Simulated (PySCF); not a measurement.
# BiC⁻ at RHF

Level: RHF. Bi aug-cc-pVDZ-PP with ECP60, C aug-cc-pVDZ; scalar-relativistic core potentials (PySCF 2.14).

| Property | Result |
| --- | --- |
| state | ¹Σ⁺ (singlet), closed shell |
| bond length | 0.1991 nm |
| harmonic wavenumber | 818 cm⁻¹ |
| force constant | 4.48 mdyn/Å |
| rotational constant Be | 0.3746 cm⁻¹ |
| anharmonicity ωexe | 2.90 cm⁻¹ |
| vibration–rotation constant αe | 0.00192 cm⁻¹ |
| HOMO–LUMO gap | 7.16 eV |
| bond order (Mayer) | 2.63 |
| dipole moment (positive dipole points towards C; it is taken about the centre of mass and depends on that origin) | -5.09 D |

Spin–orbit coupling is left out, which matters for elements this heavy, above all for dissociation energies. Hartree–Fock leaves out correlation, which carries a large part of most bond energies and some tenths to 1 eV of ionisation energies.
